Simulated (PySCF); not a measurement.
SMILES [GeH3][CH2]SC (C₂H₈GeS) (GFN2-xTB optimised geometry):

```
12

C      2.319    -0.216    -1.573
S      2.016    -1.062     0.000
C      0.198    -1.062     0.000
Ge    -0.609     0.744     0.000
H      1.813    -0.750    -2.373
H      1.965     0.812    -1.512
H      3.392    -0.231    -1.735
H     -0.142    -1.664    -0.844
H     -0.078    -1.585     0.915
H     -0.655     1.329    -1.377
H      0.171     1.664     0.877
H     -2.016     0.670     0.494
```

Calculation: PBE0/def2-TZVP in PySCF.

**Question.** What are the frontier orbital energies and the dipole moment?

**Answer.** HOMO-2 -9.44 eV, HOMO-1 -8.60 eV, HOMO -6.19 eV, LUMO 0.50 eV, LUMO+1 0.91 eV; dipole moment 1.24 D.

Meta-Löwdin charges at PBE0/def2-TZVP: C1 -0.41, S2 0.05, C3 -0.47, Ge4 0.35, H5 0.13, H6 0.12, H7 0.14, H8 0.13, H9 0.14, H10 -0.07, H11 -0.06, H12 -0.06.
